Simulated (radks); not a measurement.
Results of a calculation; reference values are marked as such.
Question: These are the eigenvalues of the occupied orbitals of an atom or ion with whole-number occupations (eV). Code: a radial shooting solver on a logarithmic mesh with Libxc functionals. Model: non-relativistic Kohn-Sham, r2SCAN, spin-polarised, spherical densities, point nucleus; meta-GGA in the generalised Kohn-Sham scheme.

| orbital | eigenvalue |
|---|---|
| 1s down | -73193.67 |
| 1s up | -73193.67 |
| 2s up | -12271.52 |
| 2s down | -12271.23 |
| 2p up | -11793.37 |
| 2p down | -11793.16 |
| 3s up | -2908.882 |
| 3s down | -2908.832 |
| 3p up | -2683.858 |
| 3p down | -2683.794 |
| 3d up | -2264.893 |
| 3d down | -2264.728 |
| 4s up | -648.8588 |
| 4s down | -648.7154 |
| 4p up | -550.9608 |
| 4p down | -550.7954 |
| 4d up | -371.4857 |
| 4d down | -371.2638 |
| 4f up | -132.0680 |
| 4f down | -131.7719 |
| 5s up | -123.4626 |
| 5s down | -121.7955 |
| 5p up | -92.2147 |
| 5p down | -90.4394 |
| 5d up | -42.7702 |
| 5d down | -40.9249 |

Which element is it, and in what charge state? The configuration may be excited. Open shells, if any, are filled with parallel spins first.

Answer: Z = 79, gold, charge +3: Au3+ in [Xe] 4f14 5d8. The list shows which subshells hold electrons but not how many an open one holds; the 1s level, -2689.8 hartree, gives Z - s = 73.3 by -(Z - s)^2/2, which with screening narrows Z to a few neighbours, and the depths of the outer levels then fix element, charge and occupations together.
